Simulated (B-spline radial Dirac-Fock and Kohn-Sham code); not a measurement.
# Binding energies of Sb¹⁰⁺ at several levels of theory

System: antimony as Sb¹⁰⁺, [Kr] 4d5.

The density-functional columns are spherical, spin-unpolarised Dirac-Kohn-Sham results without Breit or QED terms: −ε is minus the orbital energy of the initial state and ΔSCF the difference of two total energies. The reference in the last column comes from multi-electron Dirac-Fock with separately optimised hole states, Breit and Lamb-shift corrections added in first order. All numbers are from a radial B-spline solver, in eV; a selection of levels is shown. The Kohn-Sham columns are given as differences from the reference. For the 1s level of heavy atoms much of the gap between ΔSCF and the reference is the Breit and QED part, -102.5 eV here; for other levels the error of the functional can be larger.

```
level  LDA −ε − DF  LDA ΔSCF − DF  Dirac-Fock
   1s       -259.3          +92.7     30700.3
   2s       -119.4          -50.9      4915.4
2p1/2        -90.3           -6.6      4592.2
2p3/2        -93.3          -14.4      4343.7
   3s        -61.7          -34.5      1152.1
3p1/2        -49.9          -22.0      1020.1
3p3/2        -49.4          -22.3       972.9
3d3/2        -31.1           -1.6       741.8
3d5/2        -31.4           -2.1       732.4
   4s        -23.7           -9.8       347.6
4p1/2        -16.4           -2.9       298.0
4p3/2        -16.5           -3.3       288.2
   4d        -10.7           +1.6       211.8
```

Values without a named source are computed, but for edge energies of neutral atoms, which are taken from tables.
